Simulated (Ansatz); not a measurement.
SF+, multiplicity 3 (lowest of 2S+1 = 1, 3, 5 at CCSD(T)/def2-TZVPP on PBE0 minima; our sources give no spin for the ground state, which may be another), most abundant isotopes (18.9984 and 31.9721 u). Constants from fifth-degree fits in 1/R to seven points on the lowest solution found; no spin–orbit coupling, no relativity up to Kr; ω_e x_e and α_e move by some per cent with the fit.

Frozen-core correlation. CBS: X⁻³ extrapolation of the correlation energy, Hartree–Fock from the larger set.

Codes used: Ansatz (a first-principles code) with Gaussian orbitals. Values without a source in brackets are computed.

```json
[
 {"level": "PBE/def2-TZVPP", "r_e (Å)": "1.5300", "ω_e (cm⁻¹)": "977.3", "ω_e x_e (cm⁻¹)": "4.89", "α_e (cm⁻¹)": "0.00458"},
 {"level": "CCSD(T)/CBS(aug-cc-pV(T+d)Z, aug-cc-pV(Q+d)Z)", "r_e (Å)": "1.5061", "ω_e (cm⁻¹)": "1023.8", "ω_e x_e (cm⁻¹)": "5.36", "α_e (cm⁻¹)": "0.00472"}
]
```

Derive the rotational constants, the centrifugal constant, the fundamental, the zero-point energy and the force constant.


μ = 11.91706 u.
- PBE/def2-TZVPP: B_e = 16.8576/(μ r_e²) = 0.60428 cm⁻¹; B₀ = B_e − α_e/2 = 0.60199 cm⁻¹; D = 4B_e³/ω_e² = 9.24e-07 cm⁻¹; fundamental ω_e − 2ω_e x_e = 968 cm⁻¹; zero-point energy ω_e/2 − ω_e x_e/4 = 487 cm⁻¹; k = μ(2πcω_e)² = 671 N/m
- CCSD(T)/CBS(aug-cc-pV(T+d)Z, aug-cc-pV(Q+d)Z): B_e = 16.8576/(μ r_e²) = 0.62364 cm⁻¹; B₀ = B_e − α_e/2 = 0.62128 cm⁻¹; D = 4B_e³/ω_e² = 9.26e-07 cm⁻¹; fundamental ω_e − 2ω_e x_e = 1013 cm⁻¹; zero-point energy ω_e/2 − ω_e x_e/4 = 511 cm⁻¹; k = μ(2πcω_e)² = 736 N/m
